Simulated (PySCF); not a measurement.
Ligands exchanged one at a time, Sn F-NH2. Gas-phase values, no solvent. One relaxed conformer stands for each flexible species; it need not be the lowest. Strings in code marks are SMILES.

Level of theory: CAM-B3LYP-D3(BJ)/def2-TZVP run with PySCF. Excitations are Tamm–Dancoff values on a coarser integration grid. The basis has no diffuse functions, so Rydberg states are missing or too high.

| species | HOMO (eV) | brightest of the four lowest singlets (TDA) (eV) | HOMO–LUMO gap (eV) | S1 excitation (TDA) (eV) | S1 oscillator strength |
|---|---|---|---|---|---|
| 0 of 4 F replaced by NH2 (`[F][Sn]([F])([F])[F]`) | -14.04 | 7.61 | 11.41 | 7.20 | 0.000 |
| 2 of 4 F replaced by NH2 (`[NH2][Sn]([NH2])([F])[F]`) | -9.71 | 7.73 | 9.25 | 5.71 | 0.063 |
| 4 of 4 F replaced by NH2 | -8.52 | 6.11 | 9.15 | 5.85 | 0.000 |
